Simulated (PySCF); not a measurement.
BrClGaHO. Atoms are numbered in the order given.

```xyz
5

Ga     0.3292     0.4910     0.0000
Cl    -1.1469     2.0335     0.0000
Br    -0.2648    -1.6843     0.0000
O      2.0443     0.9119     0.0000
H      2.2060     1.8625     0.0000
```
Charge 0, spin multiplicity 1.

Geometry: PBE0-D3(BJ)/def2-SVP. The structure was generated by enumeration; whether it is a known compound was not checked. One conformer was computed; it need not be the lowest.

Method: CAM-B3LYP/def2-TZVP (PySCF).

Symmetry labels are those of the subgroup Cs that the program uses (full group Cs).

Computed valence orbital energies around the gap with their symmetry:
```csv
orbital,symmetry,energy (eV)
HOMO−7,A',-14.01
HOMO−6,A',-12.20
HOMO−5,A",-11.65
HOMO−4,A',-11.59
HOMO−3,A",-10.94
HOMO−2,A',-10.81
HOMO−1,A",-10.36
HOMO,A',-10.21
LUMO,A',-0.75
LUMO+1,A",-0.11
LUMO+2,A',1.78
LUMO+3,A',2.84
```
